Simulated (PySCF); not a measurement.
# A search over the determinants of SnAs⁺

Unrestricted PBE0; PySCF, scalar-relativistic core potentials, basis sets Sn def2-SVP with ECP28, As def2-SVP. Outer shells of the fragments: Sn+ 4d10 5s2 5p1; As 3d10 4s2 4p3.

Followed along the bond (rough minima from three points):

| 2Ms+1 | unpaired | ⟨S²⟩ at the start | R at minimum (Å) | Te (eV) |
| --- | --- | --- | --- | --- |
| 3 | π ↑↑ | 2.01 | 2.63 | 0.00 |
| 1 | π ↑↓ | 1.01 | 2.62 | 0.29 |
| 3 | σ ↑, π ↑ | 2.18 | 2.48 | 0.65 |
| 1 | σ ↓, π ↑ | 1.12 | 2.47 | 0.89 |
| 1 | none | 0.00 | 2.63 | 1.10 |

Solutions found at the starting distance of 2.625 Å, counted from the lowest of them; the search is not exhaustive and high or unbound solutions are not listed, so other states can lie among these:

| 2Ms+1 | unpaired | term | E (eV) | ⟨S²⟩ | ⟨Lz²⟩ | μ (D) |
| --- | --- | --- | --- | --- | --- | --- |
| 3 | π ↑↑ | ³Σ⁻ | 0.00 | 2.01 | 0.00 | -1.74 |
| 1 | π ↑↓ | mixed | 0.29 | 1.01 | 2.01 | -1.58 |
| 3 | σ ↑, π ↑ | ³Π | 0.75 | 2.18 | 1.00 | -1.84 |
| 1 | σ ↓, π ↑ | mixed | 1.01 | 1.12 | 1.00 | -1.97 |
| 1 | none | mixed | 1.10 | 0.00 | 2.00 | -1.09 |
| 5 | σ ↑, π ↑↑↑ | ⁵Π | 1.58 | 6.00 | 1.00 | -0.03 |
| 3 | σ ↑, π ↑↑↓ | mixed | 2.21 | 3.01 | 3.02 | -0.03 |
| 3 | σ ↓, π ↑↑↑ | mixed | 2.28 | 3.02 | 1.00 | 0.07 |
| 3 | π ↑↑ | mixed | 2.85 | 2.01 | 2.01 | 2.21 |
| 5 | σ ↑↑, π ↑↑ | ⁵Σ⁻ | 4.15 | 6.00 | 0.00 | -0.23 |
| 3 | σ ↑↑, π ↑↓ | mixed | 4.88 | 3.01 | 2.01 | -0.11 |
| 1 | σ ↓↓, π ↑↑ | mixed | 5.02 | 2.01 | 0.00 | -0.32 |
| 5 | π ↑↑↑↑ | ⁵Σ⁺ | 5.14 | 6.03 | 0.00 | 2.52 |
| 1 | σ ↓, π ↑ | mixed | 5.74 | 1.01 | 1.00 | 1.59 |

A term symbol is given only where ⟨S²⟩ and ⟨Lz²⟩ are close to those of a pure state; real π, δ and φ orbitals otherwise mix terms. A positive dipole points towards As; it is taken about the centre of mass and depends on that origin.

Spin–orbit coupling is left out.
